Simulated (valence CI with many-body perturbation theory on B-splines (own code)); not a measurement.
**Ge25+: key properties**

Method: valence CI with perturbative core correlation (CI+MBPT): five valence electrons over a frozen Dirac-Fock core [He], a basis of 9 s, 9 p, 8 d, 6 f, 3 g, 1 h functions for each j, with the one-electron correlation potential Σ1 (screened to all orders), the two-electron term Σ2, the three-electron term Σ3, Breit, model QED; selected single and double excitations, second order for the rest (own B-spline code, finite nucleus).

No measured spectrum was set against this ion. As an estimate, levels of excited configurations hold to 0.05 to 0.15 % of their energy, terms of the ground configuration to about 0.5 %. Among the levels kept, up to 1700 cm⁻¹ of a level comes from second order outside the variational space, and about a tenth of that is noise between levels of different J, which matters for small intervals.

Names give the largest LS component (configuration and term), which can be under half, so a name can repeat, a term be missing and a line seem to break the LS rules; names also repeat where a configuration has a term twice.

Rates and lifetimes use the calculated energies. Strong lines usually hold to 10 to 20 %, long lifetimes can be off by a factor of two.

Q: What is the ground level?

A: 2s2.2p3 4S°_3/2, composition 62 % 2s2.2p3 4S° + 26 % 2s2.2p3 2P° + 11 % 2s2.2p3 2D°, g = 1.681.

Q: What is the ionisation energy?

A: 2574.3 eV; NIST lists 2575 ± 19 eV (semi-empirical).

Q: What are the static dipole polarisabilities of the lowest levels?

A: 2s2.2p3 4S°_3/2 0.00436 (tensor 0.00030); 2s2.2p3 2D°_3/2 0.00442 (tensor 0.00065); 2s2.2p3 2D°_5/2 0.00427 (tensor 0.00031); 2s2.2p3 2P°_1/2 0.00383 bohr³, of which the core gives 8.49e-06.

Q: How well does LS coupling describe the low levels?

A: Among the lowest 20 levels the leading LS term, summed over configurations, holds 78 % on average. For single configurations the figures are 77 % in LS and 85 % in jj coupling. Terms mix most in the J = 1/2 level at 108.24 Ry, where the leading one holds 49 %.

Q: Name the longest-lived excited levels whose lifetime is computed, and their main decay.

A: 2s2.2p3 2D°_5/2 at 2.86 Ry lives 24.3 μs, mostly by M1 to 2s2.2p3 4S°_3/2; 2s2.2p3 2D°_3/2 at 2.13 Ry lives 4.28 μs, mostly by M1 to 2s2.2p3 4S°_3/2; 2s2.2p3 2P°_1/2 at 3.89 Ry lives 2.61 μs, mostly by M1 to 2s2.2p3 4S°_3/2.
